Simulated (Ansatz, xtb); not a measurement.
## Relative energy of two isomers of C5H5BClN

We compare X, `Bc1ccnc(Cl)c1`, a singlet, with Y, `Bc1cncc(Cl)c1`, a singlet. Both are isolated molecules in the gas phase, relaxed with B3LYP-D3(BJ)/def2-SVP; the shapes shown needn't be the lowest conformers.

X (Å):

| atom | x (Å) | y (Å) | z (Å) |
| --- | --- | --- | --- |
| C | -0.4724 | -1.1847 | -0.8638 |
| C | -1.5819 | -0.4577 | -0.3791 |
| C | -1.4747 | 0.2326 | 0.8269 |
| C | 0.6863 | -0.4345 | 1.1164 |
| C | 0.6949 | -1.1639 | -0.0798 |
| B | -0.5274 | -1.9734 | -2.1980 |
| Cl | 2.1387 | -0.4071 | 2.0948 |
| N | -0.3553 | 0.2414 | 1.5606 |
| H | 0.4408 | -2.5822 | -2.5788 |
| H | -1.5385 | -1.9780 | -2.8547 |
| H | -2.5167 | -0.4356 | -0.9432 |
| H | -2.3196 | 0.8042 | 1.2257 |
| H | 1.5927 | -1.7013 | -0.3881 |

Y (Å):

```xyz
13

C    -0.4940   -1.4993   -0.7022
C    -1.4393   -1.5099    0.3483
C    -0.7375    0.4980    1.1859
C     0.2419    0.6215    0.1885
C     0.3674   -0.3837   -0.7649
B    -0.4150   -2.6522   -1.7230
Cl    1.2772    2.0218    0.1612
N    -1.5606   -0.5476    1.2623
H    -1.1696   -3.5886   -1.6351
H     0.4010   -2.6200   -2.6107
H    -2.1309   -2.3550    0.4396
H    -0.8428    1.2853    1.9406
H     1.1235   -0.3059   -1.5490
```

Task: Which of the two would you expect CCSD(T)/def2-SVP + ΔMP2/def2-TZVPP electronic energies to favour?

Result: Too close to call at this level: CCSD(T)/def2-SVP + ΔMP2/def2-TZVPP gives E(Y) − E(X) = −0.61 kJ/mol.

The same difference at several levels:

```
                             level               geometry  E(Y) − E(X) (kJ/mol)  departure from the last row (kJ/mol)  job, with rough time for the two
                          GFN2-xTB               GFN2-xTB                   +0.40                                 +1.00              optimisation, 0.13 s
                         HF/STO-3G               GFN2-xTB                   −0.10                                 +0.51              single point, 0.46 s
                r2SCAN-D4/def2-SVP               GFN2-xTB                   +2.64                                 +3.25               single point, 3.3 s
             B3LYP-D3(BJ)/def2-SVP  B3LYP-D3(BJ)/def2-SVP                   +1.22                                 +1.82                optimisation, 30 s
                       HF/def2-SVP  B3LYP-D3(BJ)/def2-SVP                   −4.55                                 −3.94           part of the CCSD(T) run
                      MP2/def2-SVP  B3LYP-D3(BJ)/def2-SVP                   +3.49                                 +4.09           part of the CCSD(T) run
                  CCSD(T)/def2-SVP  B3LYP-D3(BJ)/def2-SVP                   −0.50                                 +0.11                      single point
CCSD(T)/def2-SVP + ΔMP2/def2-TZVPP  B3LYP-D3(BJ)/def2-SVP                   −0.61                                                      single point, 51 s
```

As drawn, both hold the same kinds of bond in the same numbers.

The largest departure from CCSD(T)/def2-SVP + ΔMP2/def2-TZVPP is that of MP2/def2-SVP, 4.09 kJ/mol. The last row adds to CCSD(T) the change of the MP2 difference between the two basis sets, here −0.11 kJ/mol.

With thermal terms from frequencies at re-optimised GFN2-xTB minima (ideal gas, soft modes damped towards free rotors, one conformer each, 298.15 K, 1 atm): the zero-point term adds +0.08 kJ/mol; ΔH is −0.56 and ΔG −0.24 kJ/mol.

The correlated steps freeze 12 core orbitals. Codes used: Ansatz 0.2.0, xtb 6.7.1; the last row on 2 threads of Intel(R) Xeon(R) 6975P-C (Granite Rapids) on a shared host.
